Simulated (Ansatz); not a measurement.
Born–Oppenheimer molecular dynamics of CH$_{8}$BClOSi$_{2}$ (14 atoms, charge 0, multiplicity 1). It starts at the highest image of a converged band, a first-order saddle point between two minima.

Theory: RKS LDA/6-31G* (Ansatz 0.2.0).

- ensemble: NVE (velocity Verlet)
- time step: 0.5 fs
- steps asked: 200
- starting velocities drawn for: 300 K
- seed: 2661

Frames 2.5 fs apart, positions in Å, forces in eV/Å.

Velocities at 50.0 fs (Å/ps):

```
O -1.74 0.91 -0.25
Si 1.38 1.28 1.14
Si 1.66 -0.61 -0.50
B -2.98 -6.00 -2.48
C -1.57 -2.54 5.59
Cl -0.53 1.61 -1.30
H -3.65 2.17 -1.14
H 10.69 -1.61 5.79
H 3.44 11.55 -13.78
H 16.95 -28.98 2.57
H 12.09 7.26 -2.00
H -10.73 1.52 -5.14
H -11.02 19.46 -4.96
H -5.70 -6.49 10.39
```

```xyz
14
Properties=species:S:1:pos:R:3:forces:R:3 time_fs=50.0 energy_less_start_eV=0.248 T=140
O -2.932 0.992 -1.323 0.95 0.22 -0.12
Si -1.562 0.916 -0.337 0.30 0.61 0.19
Si -0.578 -1.230 -0.187 -0.32 -0.44 0.06
B 1.247 -1.255 0.486 0.48 0.38 -0.37
C 2.142 0.099 0.270 -0.80 -1.05 -0.52
Cl 1.649 1.282 1.498 -0.06 0.48 0.09
H -2.615 1.495 -2.108 -0.52 -0.17 -0.07
H -1.968 1.392 1.039 0.06 -0.15 -0.10
H -0.462 1.935 -0.830 -0.67 -0.71 0.16
H -1.588 -2.329 0.279 0.56 0.57 -0.26
H 0.118 -0.981 1.265 0.30 0.07 0.38
H 1.800 -2.252 0.896 -0.31 0.00 0.03
H 3.227 -0.054 0.358 0.04 -0.17 0.17
H 1.963 0.483 -0.759 -0.01 0.36 0.34
14
Properties=species:S:1:pos:R:3:forces:R:3 time_fs=52.5 energy_less_start_eV=0.240 T=146
O -2.934 0.994 -1.323 0.96 0.08 0.21
Si -1.558 0.920 -0.334 0.14 0.59 -0.11
Si -0.575 -1.232 -0.188 -0.25 -0.48 0.21
B 1.241 -1.268 0.479 0.49 0.92 -0.43
C 2.135 0.090 0.283 -1.20 -0.97 -0.39
Cl 1.648 1.286 1.495 -0.16 0.52 0.22
H -2.639 1.496 -2.112 -0.39 -0.07 -0.15
H -1.940 1.384 1.050 0.01 -0.11 -0.09
H -0.474 1.941 -0.859 -0.63 -0.74 0.24
H -1.529 -2.382 0.277 0.45 0.69 -0.27
H 0.155 -0.961 1.270 0.07 -0.02 0.25
H 1.767 -2.253 0.886 -0.03 -0.46 0.18
H 3.210 -0.014 0.352 0.66 -0.41 0.26
H 1.947 0.479 -0.727 -0.12 0.47 -0.12
14
Properties=species:S:1:pos:R:3:forces:R:3 time_fs=55.0 energy_less_start_eV=0.148 T=205
O -2.933 0.997 -1.323 0.82 -0.09 0.53
Si -1.554 0.925 -0.332 -0.40 0.06 -0.30
Si -0.571 -1.235 -0.189 0.19 0.01 0.28
B 1.238 -1.277 0.469 0.52 0.81 -0.24
C 2.123 0.076 0.294 -0.22 -0.66 -0.44
Cl 1.646 1.291 1.492 -0.24 0.50 0.37
H -2.686 1.492 -2.126 -0.20 0.03 -0.22
H -1.911 1.370 1.056 -0.06 -0.03 0.01
H -0.522 1.906 -0.874 -0.07 -0.28 0.06
H -1.445 -2.396 0.260 -0.03 0.29 -0.10
H 0.197 -0.943 1.290 -0.17 -0.12 -0.01
H 1.731 -2.279 0.885 0.03 -0.37 0.10
H 3.224 0.003 0.361 -0.11 -0.43 0.14
H 1.926 0.501 -0.700 -0.05 0.29 -0.18
14
Properties=species:S:1:pos:R:3:forces:R:3 time_fs=57.5 energy_less_start_eV=0.194 T=176
O -2.929 1.000 -1.321 0.66 -0.03 0.39
Si -1.551 0.930 -0.329 -1.15 -0.75 -0.27
Si -0.567 -1.238 -0.189 0.72 0.78 0.20
B 1.237 -1.281 0.458 0.50 0.14 0.12
C 2.110 0.059 0.302 0.58 0.01 -0.81
Cl 1.644 1.297 1.490 -0.27 0.41 0.50
H -2.745 1.489 -2.151 -0.09 -0.11 0.14
H -1.886 1.353 1.063 -0.12 0.04 0.10
H -0.573 1.855 -0.886 0.78 0.48 -0.29
H -1.363 -2.395 0.238 -0.63 -0.41 0.16
H 0.229 -0.932 1.310 -0.32 -0.21 -0.23
H 1.695 -2.324 0.889 -0.07 0.18 -0.16
H 3.232 -0.005 0.377 -0.73 -0.38 -0.01
H 1.902 0.540 -0.682 0.16 -0.15 0.15
14
Properties=species:S:1:pos:R:3:forces:R:3 time_fs=60.0 energy_less_start_eV=0.245 T=143
O -2.922 1.003 -1.318 0.40 -0.06 0.37
Si -1.550 0.934 -0.328 -1.23 -0.95 -0.35
Si -0.562 -1.239 -0.189 0.75 0.98 0.18
B 1.240 -1.284 0.448 0.24 -0.35 0.35
C 2.099 0.042 0.306 0.34 0.59 -0.83
Cl 1.641 1.304 1.489 -0.25 0.25 0.56
H -2.809 1.480 -2.168 0.08 -0.14 0.32
H -1.867 1.339 1.075 -0.14 0.09 0.05
H -0.580 1.829 -0.915 0.98 0.65 -0.32
H -1.317 -2.415 0.224 -0.79 -0.58 0.21
H 0.242 -0.934 1.317 -0.37 -0.24 -0.33
H 1.656 -2.361 0.885 -0.04 0.50 -0.29
H 3.203 -0.036 0.393 -0.23 -0.30 -0.05
H 1.886 0.571 -0.657 0.27 -0.44 0.13
14
Properties=species:S:1:pos:R:3:forces:R:3 time_fs=62.5 energy_less_start_eV=0.209 T=165
O -2.914 1.005 -1.313 0.11 -0.30 0.72
Si -1.552 0.936 -0.327 -0.37 -0.35 -0.72
Si -0.555 -1.239 -0.188 0.16 0.33 0.26
B 1.243 -1.290 0.440 -0.23 -0.31 0.29
C 2.090 0.028 0.307 -0.25 0.76 -0.33
Cl 1.638 1.312 1.488 -0.18 0.06 0.51
H -2.869 1.464 -2.169 0.23 0.07 0.01
H -1.857 1.330 1.089 -0.12 0.11 -0.10
H -0.534 1.839 -0.959 0.25 0.03 0.16
H -1.315 -2.465 0.221 -0.38 0.07 -0.01
H 0.234 -0.950 1.305 -0.32 -0.20 -0.26
H 1.615 -2.370 0.865 0.19 0.27 -0.17
H 3.162 -0.085 0.407 0.69 -0.22 0.01
H 1.886 0.577 -0.626 0.21 -0.32 -0.38
14
Properties=species:S:1:pos:R:3:forces:R:3 time_fs=65.0 energy_less_start_eV=0.257 T=135
O -2.906 1.006 -1.305 -0.15 -0.34 0.68
Si -1.554 0.937 -0.328 0.52 0.13 -0.91
Si -0.548 -1.238 -0.187 -0.54 -0.33 0.14
B 1.245 -1.296 0.433 -0.67 0.08 0.08
C 2.080 0.018 0.306 0.33 0.65 0.23
Cl 1.635 1.319 1.489 -0.09 -0.17 0.33
H -2.916 1.451 -2.167 0.29 0.12 -0.03
H -1.854 1.327 1.097 -0.10 0.13 -0.22
H -0.472 1.850 -0.995 -0.44 -0.49 0.57
H -1.336 -2.512 0.218 0.04 0.70 -0.21
H 0.207 -0.977 1.278 -0.17 -0.11 -0.01
H 1.586 -2.364 0.835 0.46 -0.26 0.07
H 3.156 -0.146 0.421 0.35 0.02 -0.01
H 1.899 0.565 -0.618 0.15 -0.12 -0.72
14
Properties=species:S:1:pos:R:3:forces:R:3 time_fs=67.5 energy_less_start_eV=0.290 T=114
O -2.898 1.006 -1.295 -0.45 -0.17 0.19
Si -1.556 0.938 -0.331 1.05 0.15 -0.76
Si -0.543 -1.237 -0.185 -1.05 -0.52 -0.22
B 1.244 -1.302 0.426 -0.77 0.10 0.03
C 2.072 0.011 0.305 1.19 0.69 0.10
Cl 1.632 1.326 1.490 0.01 -0.40 0.05
H -2.945 1.444 -2.166 0.33 -0.02 0.24
H -1.857 1.332 1.093 -0.09 0.14 -0.22
H -0.435 1.835 -0.997 -0.65 -0.55 0.64
H -1.355 -2.519 0.203 0.19 0.84 -0.26
H 0.171 -1.012 1.251 0.07 -0.01 0.34
H 1.584 -2.372 0.808 0.50 -0.37 0.15
H 3.167 -0.206 0.434 -0.50 0.35 -0.07
H 1.921 0.544 -0.647 0.19 -0.23 -0.22
14
Properties=species:S:1:pos:R:3:forces:R:3 time_fs=70.0 energy_less_start_eV=0.228 T=154
O -2.892 1.005 -1.284 -0.72 -0.20 0.06
Si -1.555 0.939 -0.335 1.09 -0.24 -0.31
Si -0.539 -1.237 -0.184 -1.22 -0.15 -0.60
B 1.238 -1.308 0.420 -0.48 -0.35 0.23
C 2.070 0.007 0.306 1.05 0.73 -0.27
Cl 1.628 1.332 1.491 0.09 -0.58 -0.25
H -2.954 1.437 -2.153 0.30 0.04 0.06
H -1.865 1.346 1.076 -0.09 0.14 -0.10
H -0.433 1.788 -0.963 -0.34 -0.19 0.36
H -1.365 -2.478 0.173 0.02 0.43 -0.15
H 0.138 -1.047 1.244 0.29 0.03 0.54
H 1.610 -2.398 0.789 0.28 0.15 0.01
H 3.154 -0.245 0.443 -0.41 0.47 0.02
H 1.954 0.509 -0.690 0.15 -0.29 0.40
14
Properties=species:S:1:pos:R:3:forces:R:3 time_fs=72.5 energy_less_start_eV=0.215 T=162
O -2.888 1.004 -1.273 -0.90 -0.26 0.01
Si -1.552 0.940 -0.340 0.63 -0.91 0.39
Si -0.538 -1.238 -0.185 -0.96 0.60 -0.71
B 1.230 -1.316 0.416 -0.05 -0.55 0.44
C 2.072 0.007 0.305 0.12 0.50 -0.15
Cl 1.625 1.338 1.492 0.13 -0.69 -0.52
H -2.946 1.433 -2.136 0.22 0.16 -0.23
H -1.879 1.367 1.053 -0.08 0.12 0.05
H -0.450 1.732 -0.909 0.43 0.48 -0.17
H -1.375 -2.414 0.135 -0.43 -0.33 0.04
H 0.122 -1.081 1.267 0.38 0.02 0.37
H 1.652 -2.417 0.772 0.02 0.55 -0.11
H 3.121 -0.258 0.455 0.50 0.30 0.24
H 1.996 0.460 -0.711 -0.01 0.02 0.35
14
Properties=species:S:1:pos:R:3:forces:R:3 time_fs=75.0 energy_less_start_eV=0.244 T=143
O -2.888 1.001 -1.262 -1.00 -0.05 -0.53
Si -1.548 0.939 -0.344 0.35 -1.19 0.93
Si -0.539 -1.237 -0.186 -0.73 1.00 -0.48
B 1.222 -1.327 0.413 0.31 -0.17 0.52
C 2.076 0.010 0.303 -0.18 -0.05 0.48
Cl 1.622 1.342 1.492 0.11 -0.71 -0.71
H -2.925 1.437 -2.131 0.18 -0.01 0.02
H -1.897 1.395 1.033 -0.04 0.05 0.11
H -0.442 1.704 -0.865 0.85 0.85 -0.50
H -1.410 -2.367 0.098 -0.66 -0.73 0.13
H 0.129 -1.114 1.312 0.33 -0.02 -0.05
H 1.697 -2.405 0.748 -0.06 0.38 -0.08
H 3.114 -0.253 0.480 0.69 0.18 0.33
H 2.037 0.412 -0.714 -0.15 0.47 -0.17
14
Properties=species:S:1:pos:R:3:forces:R:3 time_fs=77.5 energy_less_start_eV=0.178 T=186
O -2.892 0.998 -1.254 -0.89 0.10 -0.86
Si -1.543 0.936 -0.346 0.90 -0.62 0.96
Si -0.541 -1.235 -0.189 -1.02 0.52 -0.09
B 1.215 -1.338 0.414 0.47 0.55 0.45
C 2.079 0.012 0.304 0.53 -0.44 0.76
Cl 1.619 1.345 1.490 0.04 -0.66 -0.80
H -2.893 1.441 -2.125 0.10 -0.12 0.16
H -1.918 1.427 1.019 0.05 -0.04 0.06
H -0.390 1.721 -0.847 0.19 0.41 -0.29
H -1.481 -2.360 0.069 -0.23 -0.27 0.03
H 0.154 -1.148 1.353 0.22 -0.04 -0.39
H 1.740 -2.372 0.720 0.04 -0.17 0.04
H 3.142 -0.236 0.523 -0.23 0.24 0.08
H 2.069 0.390 -0.725 -0.17 0.55 -0.13
```

Of the whole run (100 fs, mean temperature of the second half 158 K): The conserved energy stayed within 0.092 meV per atom of its start (net change 0.066 meV per atom), so the integration is sound. A run of 0.1 ps of so small a system gives no equilibrium averages. The orbitals stay closed-shell, which can raise the energy where a bond breaks towards radicals; this wasn't checked here.

The run took 4.5 min on 2 threads of Intel(R) Xeon(R) Platinum 8488C (Sapphire Rapids), on a shared host, peak memory 0.18 GiB.
